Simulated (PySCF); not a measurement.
**Se₃⁺: from structure and modes to constants**

All numbers come from PySCF, UPBE, basis Se def2-SVP (no relativity, density fitting).

The doublet minimum has C2v symmetry. Masses (u): Se 79.91652.

```xyz
3
charge 1 multiplicity 2, angstrom
Se    0.0000    0.0000   -0.9783
Se    1.6951    0.0000    0.4891
Se   -1.6951    0.0000    0.4891
```

Harmonic wavenumbers (cm⁻¹): 106.1 (a1, ×1), 284.7 (b2, ×1), 335.4 (a1, ×1).

Question: Find the principal moments of inertia and the rotational constants. What kind of rotor is it?

Answer: About the centre of mass I = 114.72, 459.27, 573.99 u Å². With B = 16.8576/I this gives 0.1469, 0.03671, 0.02937 cm⁻¹. The molecule is an asymmetric top with κ = -0.88.

Question: What is the harmonic zero-point energy?

Answer: Half the sum of all 3 wavenumbers, 726/2 = 363 cm⁻¹, which is 4.3 kJ/mol (1 cm⁻¹ = 0.0119627 kJ/mol).

Question: Find the vibrational entropy and heat capacity at 298.15 K.

Answer: With u = 1.43878 ω/T, each mode gives S = R[u/(eᵘ−1) − ln(1−e⁻ᵘ)] and C = R u² eᵘ/(eᵘ−1)².
| ω (cm⁻¹) | u | S (J/(mol K)) | C (J/(mol K)) |
| --- | --- | --- | --- |
| 106.1 | 0.512 | 13.97 | 8.14 |
| 284.7 | 1.374 | 6.30 | 7.12 |
| 335.4 | 1.618 | 5.16 | 6.71 |
The sums over all modes are S = 25.4 and C = 22.0 J/(mol K); the softest mode gives 55 % of the entropy.

Question: Give the standard entropy (298.15 K, 1 bar) by its translational, rotational, vibrational and spin parts, and Cp.

Answer: Sackur–Tetrode with M = 239.75 u gives 177.2; rotation with symmetry number 2 gives 114.4; vibration 25.4; spin R ln 2 = 5.8. The total is 322.8 J/(mol K), and Cp = 4 R + 22.0 = 55.2 J/(mol K).

Other isomers or separated fragments may lie lower.
